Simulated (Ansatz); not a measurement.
Reaction (cleavage of the Si–Ge bond): `[SiH3][GeH2][SiH3]` + `ClB[SeH]` → `[SiH3][Se]BCl` + `[SiH3][GeH3]`

Program: Ansatz. Geometries: PBE0-D4/def2-TZVP. ΔE: electronic, gas phase. CCSD(T)/CBS adds triple-zeta CCSD(T) − MP2 to the extrapolated MP2 energy (def2 sets, frozen cores). Functionals use def2-TZVPP. B3LYP here is the variant with VWN-RPA as its local correlation; programs differ in this. For Ge, Se outer-core shells are correlated without core-valence functions, which leaves a few kJ/mol of doubt a bond. Scalar relativity is left out up to krypton. Each species was taken in one conformer, which may not be the lowest.

```csv
species,B3LYP energy (Eh)
`[SiH3][GeH2][SiH3]`,-2660.90883
`ClB[SeH]`,-2887.93987
`[SiH3][Se]BCl`,-3178.68533
`[SiH3][GeH3]`,-2370.17535
```

Work out ΔE.

ΔE = (-3178.68533) + (-2370.17535) − (-2660.90883) − (-2887.93987) = -0.01198 Eh = -7.5 kcal/mol. CCSD(T)/CBS gives -8.4 kcal/mol.

Largest T1 diagnostic among the species: 0.012.

From PBE to PBE0 (25 % exact exchange), in def2-TZVPP and without D4, ΔE moves by −0.8 kcal/mol.
